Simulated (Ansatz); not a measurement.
Relaxation of H$_{6}$LiNSi$_{2}$ (10 atoms, charge 0, multiplicity 1), to a largest force component of 0.015 eV/Å in at most 40 steps.

The calculation used RKS r2SCAN-D4/def2-SVP (Ansatz 0.2.0).

```xyz
10
Properties=species:S:1:pos:R:3
Li -2.310 -0.343 -0.501
N -0.429 -0.504 -0.685
Si 0.222 1.147 -0.875
Si 0.239 -1.151 0.868
H -0.233 1.734 -2.131
H -0.172 2.003 0.267
H 1.750 1.079 -0.899
H -0.361 -2.487 1.067
H -0.256 -0.274 2.021
H 1.635 -1.254 0.872
```

Task: Where does it end, and by what steps?

Result: The run converged. The force dipped under the threshold on the way, but the program's further checks kept it going. After 27 steps the energy has fallen by 0.794 eV; Li1 moved furthest, 1.18 Å.

```json
{"step": "0", "energy less start (eV)": "0.0000", "largest force component (eV/Å)": "3.053", "accepted": "yes"}
{"step": "1", "energy less start (eV)": "-0.3845", "largest force component (eV/Å)": "1.155", "accepted": "yes"}
{"step": "2", "energy less start (eV)": "-0.5752", "largest force component (eV/Å)": "0.369", "accepted": "yes"}
{"step": "3", "energy less start (eV)": "-0.6676", "largest force component (eV/Å)": "0.173", "accepted": "yes"}
{"step": "4", "energy less start (eV)": "-0.7194", "largest force component (eV/Å)": "0.079", "accepted": "yes"}
{"step": "5", "energy less start (eV)": "-0.7472", "largest force component (eV/Å)": "0.146", "accepted": "yes"}
{"step": "6", "energy less start (eV)": "-0.7573", "largest force component (eV/Å)": "0.130", "accepted": "yes"}
{"step": "7", "energy less start (eV)": "-0.7593", "largest force component (eV/Å)": "0.078", "accepted": "yes"}
{"step": "8", "energy less start (eV)": "-0.7600", "largest force component (eV/Å)": "0.011", "accepted": "yes"}
{"step": "9", "energy less start (eV)": "-0.7601", "largest force component (eV/Å)": "0.009", "accepted": "yes"}
{"step": "10", "energy less start (eV)": "-0.7601", "largest force component (eV/Å)": "0.013", "accepted": "yes"}
{"step": "11", "energy less start (eV)": "-0.7602", "largest force component (eV/Å)": "0.025", "accepted": "yes"}
{"step": "12", "energy less start (eV)": "-0.7602", "largest force component (eV/Å)": "0.024", "accepted": "yes"}
{"step": "13", "energy less start (eV)": "-0.7602", "largest force component (eV/Å)": "0.024", "accepted": "yes"}
{"step": "14", "energy less start (eV)": "-0.7602", "largest force component (eV/Å)": "0.024", "accepted": "yes"}
{"step": "15", "energy less start (eV)": "-0.7603", "largest force component (eV/Å)": "0.022", "accepted": "yes"}
{"step": "16", "energy less start (eV)": "-0.7605", "largest force component (eV/Å)": "0.019", "accepted": "yes"}
{"step": "17", "energy less start (eV)": "-0.7606", "largest force component (eV/Å)": "0.010", "accepted": "yes"}
{"step": "18", "energy less start (eV)": "-0.7607", "largest force component (eV/Å)": "0.010", "accepted": "yes"}
{"step": "19", "energy less start (eV)": "-0.7622", "largest force component (eV/Å)": "0.073", "accepted": "yes"}
{"step": "20", "energy less start (eV)": "-0.7657", "largest force component (eV/Å)": "0.211", "accepted": "yes"}
{"step": "21", "energy less start (eV)": "-0.7707", "largest force component (eV/Å)": "0.249", "accepted": "yes"}
{"step": "22", "energy less start (eV)": "-0.7835", "largest force component (eV/Å)": "0.257", "accepted": "yes"}
{"step": "23", "energy less start (eV)": "-0.7901", "largest force component (eV/Å)": "0.128", "accepted": "yes"}
{"step": "24", "energy less start (eV)": "-0.7906", "largest force component (eV/Å)": "0.161", "accepted": "yes"}
{"step": "25", "energy less start (eV)": "-0.7929", "largest force component (eV/Å)": "0.070", "accepted": "yes"}
{"step": "26", "energy less start (eV)": "-0.7942", "largest force component (eV/Å)": "0.021", "accepted": "yes"}
{"step": "27", "energy less start (eV)": "-0.7943", "largest force component (eV/Å)": "0.007", "accepted": "yes"}
```

```xyz
10
Properties=species:S:1:pos:R:3
Li -1.656 -0.328 -1.484
N -0.378 -0.260 -0.209
Si 0.192 1.229 -0.785
Si 0.150 -1.220 1.108
H -0.767 1.478 -1.974
H 0.044 2.446 0.084
H 1.567 1.296 -1.387
H -0.721 -2.441 1.230
H 0.090 -0.525 2.442
H 1.562 -1.726 0.978
```

Time of the run: 39 s on 2 threads of Intel(R) Xeon(R) 6975P-C (Granite Rapids), with other jobs on the host, peak memory 0.18 GiB.
